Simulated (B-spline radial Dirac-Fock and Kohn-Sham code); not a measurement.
**Radiative decay of the 1s hole in Pd⁵⁺**

System: Pd⁵⁺ in the configuration [Kr] 4d5, inside a Watson sphere of charge -5 and radius 1.6 Å (a model of the Madelung potential; inside it an electron's potential energy is raised by 45.0 eV).

Input of the calculation (task.json; shells as n, l, electrons):

```json
{"items": [{
  "Z": 46,
  "q": 5,
  "cfg": [[1, 0, 2], [2, 0, 2], [2, 1, 6], [3, 0, 2], [3, 1, 6], [3, 2, 10], [4, 0, 2], [4, 1, 6], [4, 2, 5]],
  "A": 106,
  "rrms": 4.5318,
  "watson": [-5, 1.6],
  "do": ["binding", "quiet", "decay"],
  "holes": ["K", "L1", "L2", "L3", "M1", "M2", "M3", "M4", "M5", "N1", "N2", "N3"]
}]}
```

Run with: `python xray_run.py task.json out`

Method: one-electron (LDA, Dirac) transition rates at Dirac-Fock energies. Computed with a radial B-spline solver.

| line | multipole | energy (eV) | width (meV) | share (%) |
| --- | --- | --- | --- | --- |
| Kα2 (K-L2) | E1 | 21017.5 | 1450 | 29.0 |
| Kα1 (K-L3) | E1 | 21174.7 | 2740 | 54.7 |
| Kβ3 (K-M2) | E1 | 23787.9 | 233 | 4.66 |
| Kβ1 (K-M3) | E1 | 23816.0 | 455 | 9.08 |
| Kβ5'' (K-M4) | E2 | 24010.6 | 1.54 | 0.0308 |
| Kβ5' (K-M5) | E2 | 24015.9 | 2.16 | 0.0431 |
| Kβ2'' (K-N2) | E1 | 24300.9 | 42.2 | 0.844 |
| Kβ2' (K-N3) | E1 | 24305.8 | 82.6 | 1.65 |

The listed lines hold 100.0 % of the radiative rate. The radiative width is 5.01 eV in the length form and 5.13 eV in the velocity form; the two differ because the transition energies are not eigenvalue differences of the potential that gave the orbitals. Kα2/Kα1 is 0.529 and Kβ/Kα is 0.195.
